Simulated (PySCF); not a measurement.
Gas-phase reaction: 4 GeH2Cl2 ⇌ 2 GeHCl + 3 Cl2 + Ge2H6

Energies from PySCF, thermal terms from the rigid-rotor harmonic-oscillator model, ideal gas at 1 bar. † marks an energy on the PBE0/def2-TZVP geometry and frequencies; other levels use their own. All species are closed-shell singlets. B3LYP is the form with VWN-RPA correlation. Ge: all electrons, no relativistic terms. GeHCl: computed as isolated molecules; such fragments, hydroxides, amides, oligomers or adducts are transient or little studied in the gas.

```
level               ΔH°(298 K), kJ
------------------  --------------
B3LYP/def2-TZVP†              1035
M06-2X/def2-TZVP†              ___
PBE/def2-SVP                  1086
PBE/def2-TZVP†                 ___
PBE0/def2-QZVP†               1098
PBE0/def2-SVP†                1167
PBE0/def2-TZVP                 ___
r2SCAN/def2-TZVP†              ___
ωB97X-V/def2-TZVP†            1145
```

### Question
Fill in the missing entries.

### Answer

- M06-2X/def2-TZVP†, ΔH°(298 K), kJ: 1175
- PBE/def2-TZVP†, ΔH°(298 K), kJ: 1031
- PBE0/def2-TZVP, ΔH°(298 K), kJ: 1107
- r2SCAN/def2-TZVP†, ΔH°(298 K), kJ: 1146
